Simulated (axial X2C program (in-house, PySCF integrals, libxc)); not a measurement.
# Curves of FCuF from open-shell CI on d9 s0 p(π)0

Calculated with an axial X2C code built on PySCF integrals: two-component X2C with atomic mean-field Coulomb and Gaunt terms, basis F dyall-av3z, Cu dyall-v3z (cores contracted in-house). Orbitals come from Hartree–Fock averaged over the configuration Cu d9 s0 p(π)0; CI then distributes these electrons over the d, s, p(π) shells of Cu.

Scan along the symmetric stretch (R is each bond); masses F 18.998 u, Cu 62.930 u, F 18.998 u. Energies in cm⁻¹ from the lowest point; levels are followed by energy order within each Ω. Lowest level at 1.747 Å: 100% d9.

```
R (Å)  (1)Ω=1/2  (1)Ω=3/2  (2)Ω=1/2  (1)Ω=5/2  (2)Ω=3/2
1.625      3478      6584      7716     12799     14488
1.686       613      3847      4981      9439     11132
1.747         0      3220      4361      8302      9998
1.817      1279      4374      5530      8967     10669
1.887      4033      6937      8111     11118     12826
1.965      8248     10905     12103     14694     16410
2.061     14436     16783     18015     20162     21887
```

(1) Fit the curves (1)Ω=1/2, (1)Ω=3/2, (2)Ω=1/2, (1)Ω=5/2, (2)Ω=3/2 near their minima.

There is no dynamic correlation: spin–orbit spacings and, for f shells, spacings inside one term are the most reliable numbers, splittings between terms come out too wide, and energies between configurations are not reliable, so the lowest level need not be the ground state of the molecule. For d shells the ligand-field splittings (σ, π, δ) and their order can be off by a thousand cm⁻¹ or more. At most 4 roots were kept for each Ω > 0 (twice that for Ω = 0) within 3.2 eV of the lowest, so higher up levels can be missing between those listed; levels with Ω > 0 are doubly degenerate and listed once, Ω = 0 levels singly. States that fill the shells left empty in the average are placed too high. The molecule was held linear; bending was not examined.

Results:

(1) From the open-shell CI curves, Te from the lowest:

| level | Te (cm⁻¹) | Re (Å) | ωe (cm⁻¹) |
| --- | --- | --- | --- |
| (1)Ω=1/2 | 0 | 1.736 | 639.5 |
| (1)Ω=3/2 | 3229 | 1.738 | 618.1 |
| (2)Ω=1/2 | 4369 | 1.738 | 619.5 |
| (1)Ω=5/2 | 8309 | 1.756 | 604.8 |
| (2)Ω=3/2 | 10006 | 1.756 | 605.2 |

Without dynamic correlation distances can be off by several hundredths of an Å (long for ionic bonds, short for multiple bonds) and the wavenumbers are rough.
